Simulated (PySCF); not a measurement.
C4H9BF2Si.
SMILES: `FB(F)[SiH]1CCCC1`

The closed-shell ground state was solved at several levels (PySCF, density fitting, gas phase, non-relativistic). Isolated species at its PBE0-D3(BJ)/def2-SVP geometry (one conformer only).

| level | basis functions | total energy (Eh) | HOMO (eV) | LUMO (eV) | gap (eV) | dipole (D) |
| --- | --- | --- | --- | --- | --- | --- |
| PBE0/pcSseg-1 | 188 | -671.4153 | -8.31 | -0.97 | 7.34 | 1.69 |
| KT2/pcSseg-1 | 188 | -680.3346 | -7.11 | -1.91 | 5.20 | 1.70 |

(1) What might wB97X-D/def2-SVPD (242 basis functions) give for the same quantities?

(2) Over all these levels, which gives the widest orbital gap and which the narrowest?

(3) How far do the dipole and the HOMO energy spread over the levels?

## Answers

(1) Total energy -671.5283 Eh, HOMO -10.13 eV, LUMO 0.80 eV, gap 10.93 eV, dipole 1.80 D.

(2) wB97X-D/def2-SVPD (range-separated hybrid) has the widest, 10.93 eV, and KT2/pcSseg-1 (GGA) the narrowest, 5.20 eV. Functional and basis both differ between the two, so the spread mixes both effects.

(3) The dipole runs from 1.69 to 1.80 D (mean 1.73 D) and the HOMO from -10.13 to -7.11 eV.

The pairwise dispersion term of wB97X-D wasn't added to the energies; at a given geometry it leaves orbitals and properties as they are.
